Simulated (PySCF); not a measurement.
How methods differ on the fine-structure interval of Pr⁵⁰⁺

Pr⁵⁰⁺ [He] 2s2 2p5 [2p1/2^2 2p3/2^3, M_J = 3/2] → Pr⁵⁰⁺ [He] 2s2 2p5 [2p1/2^1 2p3/2^4, M_J = 1/2], as a difference of total energies. Calculation: PySCF 2.14, in an uncontracted even-tempered set (17 s from 30 bohr⁻², ratio 2.4; 13 p from 38 bohr⁻², ratio 2.4; 5 d from 140 bohr⁻², ratio 2.6; 4 f from 210 bohr⁻², ratio 2.6); the two-component X2C-1e Hamiltonian. Correlated levels: nothing frozen; the 32 highest virtual spinors dropped. "Screened" scales the spin-orbit matrix elements by Boettger's factors to mimic the two-electron term; Breit and QED terms are absent.

| method | fine-structure interval (cm⁻¹) |
| --- | --- |
| GHF (screened spin-orbit) | 4066900 |
| GMP2 (screened spin-orbit) | 4068000 |
| GHF (bare spin-orbit) | 4219300 |
